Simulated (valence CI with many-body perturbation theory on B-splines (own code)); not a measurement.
Yb XXXVII: electric-dipole lines

Calculated by configuration interaction combined with many-body perturbation theory (CI+MBPT): six valence electrons over a frozen Dirac-Fock core [Ar] 3d10, a basis of 9 s, 9 p, 8 d, 6 f, 3 g, 1 h functions for each j, with the one-electron correlation potential Σ1, the two-electron term Σ2, the three-electron term Σ3, Breit, model QED; selected CI, second order for the rest, scaled by the run's own slope (own B-spline code, finite nucleus).

No measured spectrum was set against this ion. As an estimate, large intervals hold to a few tenths of a per cent, small ones and those within an open d or f shell to about a per cent. Among the levels kept, up to 640 cm⁻¹ of a level comes from second order outside the variational space, and about a tenth of that is noise between levels of different J, which matters for small intervals.

Lines 1 to 50 of 90 in falling wavelength, among levels below 2010900 cm⁻¹, chosen from the strongest by gf and those to the six lowest levels. Wavelengths and rates use the calculated energies. Electric multipoles are in the length gauge, E1 and E2 with the static RPA response of the core. Weak lines are less certain than strong ones. Lines between different terms over intervals too small for the method are left out, as are lines whose strength nearly cancels. The highest levels of a list are the least certain.

Levels are named by their leading jj configuration (3d3/2^4 stands for four electrons in 3d with j = 3/2), which in mixed levels can hold well under half, so a name can repeat and another be missing. Letters in brackets count levels of one name in rising energy.

```
λ vac (nm)                               Upper                           Lower   A (s⁻¹)  S (a.u.) with core polarisation  S without
     586.4                  (4s^2 4p3/2^4) J=0  (4s^2 4p1/2^2 4p3/2 4d3/2) J=1  6.02e+02                         5.99e-05   6.37e-05
     51.99  (4s^2 4p1/2^2 4p3/2 4d5/2) J=1 [a]              (4s^2 4p3/2^4) J=0  2.62e+06                         5.44e-04   5.79e-04
     37.37  (4s^2 4p1/2^2 4p3/2 4d5/2) J=1 [b]              (4s^2 4p3/2^4) J=0  7.30e+06                         5.64e-04   6.01e-04
     20.72  (4s^2 4p1/2 4p3/2^2 4d3/2) J=1 [a]              (4s^2 4p3/2^4) J=0  6.72e+07                         8.85e-04   9.47e-04
     18.51      (4s^2 4p1/2^2 4p3/2 4d3/2) J=2        (4s^2 4p1/2 4p3/2^3) J=2  1.41e+08                         2.21e-03   2.36e-03
     18.01      (4s^2 4p1/2^2 4p3/2 4d3/2) J=1        (4s^2 4p1/2 4p3/2^3) J=2  6.38e+08                         5.52e-03   5.88e-03
     17.57      (4s^2 4p1/2^2 4p3/2 4d3/2) J=3        (4s^2 4p1/2 4p3/2^3) J=2  7.12e+06                         1.34e-04   1.41e-04
     17.42      (4s^2 4p1/2^2 4p3/2 4d3/2) J=2        (4s^2 4p1/2 4p3/2^3) J=1  1.20e+08                         1.57e-03   1.68e-03
     16.98      (4s^2 4p1/2^2 4p3/2 4d3/2) J=1        (4s^2 4p1/2 4p3/2^3) J=1  1.04e+08                         7.50e-04   8.04e-04
     16.75      (4s^2 4p1/2^2 4p3/2 4d3/2) J=0        (4s^2 4p1/2 4p3/2^3) J=1  6.25e+07                         1.45e-04   1.53e-04
     16.25  (4s^2 4p1/2 4p3/2^2 4d5/2) J=1 [a]              (4s^2 4p3/2^4) J=0  1.46e+09                         9.29e-03   9.93e-03
     15.83  (4s^2 4p1/2^2 4p3/2 4d5/2) J=2 [a]        (4s^2 4p1/2 4p3/2^3) J=2  2.48e+09                         2.43e-02   2.60e-02
     15.25  (4s^2 4p1/2 4p3/2^2 4d3/2) J=1 [b]              (4s^2 4p3/2^4) J=0  5.06e+08                         2.66e-03   2.84e-03
     15.03  (4s^2 4p1/2^2 4p3/2 4d5/2) J=2 [a]        (4s^2 4p1/2 4p3/2^3) J=1  3.20e+09                         2.68e-02   2.86e-02
     13.97  (4s^2 4p1/2 4p3/2^2 4d3/2) J=1 [c]              (4s^2 4p3/2^4) J=0  2.91e+08                         1.17e-03   1.25e-03
     13.08  (4s^2 4p1/2^2 4p3/2 4d5/2) J=1 [a]        (4s^2 4p1/2 4p3/2^3) J=2  8.83e+09                         2.93e-02   3.12e-02
     12.99      (4s^2 4p1/2^2 4p3/2 4d5/2) J=3        (4s^2 4p1/2 4p3/2^3) J=2  5.09e+03                         3.85e-08   2.78e-08
     12.99  (4s^2 4p1/2^2 4p3/2 4d5/2) J=2 [b]        (4s^2 4p1/2 4p3/2^3) J=2  5.34e+09                         2.89e-02   3.08e-02
     12.79  (4s^2 4p1/2 4p3/2^2 4d5/2) J=1 [b]              (4s^2 4p3/2^4) J=0  1.23e+09                         3.81e-03   4.07e-03
     12.53  (4s^2 4p1/2^2 4p3/2 4d5/2) J=1 [a]        (4s^2 4p1/2 4p3/2^3) J=1  2.39e+09                         6.95e-03   7.41e-03
     12.45  (4s^2 4p1/2^2 4p3/2 4d5/2) J=2 [b]        (4s^2 4p1/2 4p3/2^3) J=1  7.47e+09                         3.55e-02   3.79e-02
     11.91  (4s^2 4p1/2^2 4p3/2 4d5/2) J=1 [b]        (4s^2 4p1/2 4p3/2^3) J=2  1.29e+10                         3.22e-02   3.43e-02
     11.75              (4s 4p1/2 4p3/2^4) J=1              (4s^2 4p3/2^4) J=0  1.17e+10                         2.81e-02   3.00e-02
     11.45  (4s^2 4p1/2^2 4p3/2 4d5/2) J=1 [b]        (4s^2 4p1/2 4p3/2^3) J=1  4.56e+09                         1.01e-02   1.08e-02
     9.480  (4s^2 4p1/2 4p3/2^2 4d3/2) J=1 [a]        (4s^2 4p1/2 4p3/2^3) J=2  2.19e+09                         2.77e-03   2.91e-03
     9.455  (4s^2 4p1/2 4p3/2^2 4d3/2) J=2 [a]        (4s^2 4p1/2 4p3/2^3) J=2  1.30e+09                         2.70e-03   2.86e-03
     9.348      (4s^2 4p1/2^2 4p3/2 4d3/2) J=1      (4s^2 4p1/2^2 4p3/2^2) J=0  1.02e+09                         1.23e-03   1.29e-03
     9.226  (4s^2 4p1/2 4p3/2^2 4d3/2) J=3 [a]        (4s^2 4p1/2 4p3/2^3) J=2  6.25e+08                         1.70e-03   1.80e-03
     9.202      (4s^2 4p1/2 4p3/2^2 4d3/2) J=0        (4s^2 4p1/2 4p3/2^3) J=1  3.03e+09                         1.16e-03   1.22e-03
     9.187  (4s^2 4p1/2 4p3/2^2 4d3/2) J=1 [a]        (4s^2 4p1/2 4p3/2^3) J=1  9.11e+08                         1.05e-03   1.10e-03
     9.164  (4s^2 4p1/2 4p3/2^2 4d3/2) J=2 [a]        (4s^2 4p1/2 4p3/2^3) J=1  1.55e+07                         2.95e-05   3.15e-05
     8.931      (4s^2 4p1/2^2 4p3/2 4d3/2) J=2      (4s^2 4p1/2^2 4p3/2^2) J=2  4.12e+09                         7.24e-03   7.63e-03
     8.814      (4s^2 4p1/2^2 4p3/2 4d3/2) J=1      (4s^2 4p1/2^2 4p3/2^2) J=2  3.19e+09                         3.23e-03   3.39e-03
     8.708      (4s^2 4p1/2^2 4p3/2 4d3/2) J=3      (4s^2 4p1/2^2 4p3/2^2) J=2  2.51e+04                         5.74e-08   1.56e-07
     8.651  (4s^2 4p1/2 4p3/2^2 4d3/2) J=2 [b]        (4s^2 4p1/2 4p3/2^3) J=2  6.46e+08                         1.03e-03   1.10e-03
     8.521  (4s^2 4p1/2 4p3/2^2 4d5/2) J=3 [a]        (4s^2 4p1/2 4p3/2^3) J=2  3.76e+08                         8.03e-04   8.46e-04
     8.420  (4s^2 4p1/2 4p3/2^2 4d5/2) J=1 [a]        (4s^2 4p1/2 4p3/2^3) J=2  2.14e+09                         1.89e-03   2.06e-03
     8.406  (4s^2 4p1/2 4p3/2^2 4d3/2) J=2 [b]        (4s^2 4p1/2 4p3/2^3) J=1  1.18e+08                         1.72e-04   1.83e-04
     8.279      (4s^2 4p1/2 4p3/2^2 4d5/2) J=0        (4s^2 4p1/2 4p3/2^3) J=1  1.17e+10                         3.27e-03   3.51e-03
     8.259  (4s^2 4p1/2^2 4p3/2 4d5/2) J=2 [a]      (4s^2 4p1/2^2 4p3/2^2) J=2  1.05e+09                         1.46e-03   1.62e-03
     8.188  (4s^2 4p1/2 4p3/2^2 4d5/2) J=1 [a]        (4s^2 4p1/2 4p3/2^3) J=1  1.90e+08                         1.55e-04   1.56e-04
     8.145  (4s^2 4p1/2 4p3/2^2 4d3/2) J=2 [c]        (4s^2 4p1/2 4p3/2^3) J=2  2.14e+09                         2.86e-03   3.05e-03
     8.144  (4s^2 4p1/2 4p3/2^2 4d3/2) J=1 [b]        (4s^2 4p1/2 4p3/2^3) J=2  1.01e+09                         8.11e-04   8.87e-04
     8.116  (4s^2 4p1/2 4p3/2^2 4d3/2) J=3 [b]        (4s^2 4p1/2 4p3/2^3) J=2  2.05e+09                         3.79e-03   4.00e-03
     7.928  (4s^2 4p1/2 4p3/2^2 4d3/2) J=2 [c]        (4s^2 4p1/2 4p3/2^3) J=1  8.91e+09                         1.10e-02   1.16e-02
     7.926  (4s^2 4p1/2 4p3/2^2 4d3/2) J=1 [b]        (4s^2 4p1/2 4p3/2^3) J=1  2.47e+09                         1.82e-03   1.91e-03
     7.818  (4s^2 4p1/2^2 4p3/2 4d5/2) J=1 [a]      (4s^2 4p1/2^2 4p3/2^2) J=0  8.35e+09                         5.91e-03   6.16e-03
     7.762  (4s^2 4p1/2 4p3/2^2 4d3/2) J=1 [c]        (4s^2 4p1/2 4p3/2^3) J=2  3.61e+09                         2.50e-03   2.66e-03
     7.742  (4s^2 4p1/2 4p3/2^2 4d5/2) J=2 [a]        (4s^2 4p1/2 4p3/2^3) J=2  1.47e+09                         1.68e-03   1.78e-03
     7.596  (4s^2 4p1/2 4p3/2^2 4d5/2) J=3 [b]        (4s^2 4p1/2 4p3/2^3) J=2  1.55e+09                         2.34e-03   2.48e-03
```
